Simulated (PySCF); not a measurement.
**MI2+ across group 13**

Level: PBE0, basis family def2-TZVP, scalar-relativistic core potentials from Rb on and no relativity for lighter atoms.

Each entry is the lowest minimum that a search over a few typed start shapes (and spin states, where more than one is plausible) found, or that minimum re-optimised at the stated level; isomers with ligand–ligand bonds, or fragments after loss of a ligand pair, can lie lower. Open shells are unrestricted; no spin–orbit coupling; PySCF with density fitting.

```csv
molecule,2S+1,point group,mean bond to the central atom (Å),distinct angles (°),gap (eV),highest ω (cm⁻¹),polar-tensor charge of the central atom
BI₂⁺,1,D∞h,1.967,180,5.89,1103,0.84
AlI₂⁺,1,D∞h,2.359,180,5.39,577,1.16
GaI₂⁺,1,D∞h,2.368,180,5.11,392,1.04
InI₂⁺,1,D∞h,2.542,180,4.56,304,1.10
TlI₂⁺,1,D∞h,2.586,180,4.07,249,0.99
```

The bond lengthens at every step; the largest change, 0.392 Å, falls between BI₂⁺ and AlI₂⁺ among the members listed.

Spin–orbit coupling can matter for TlI₂⁺.

Left out of the table are members whose search was unfinished or whose lowest solution was spin-contaminated, unstable, very soft or bonded differently.
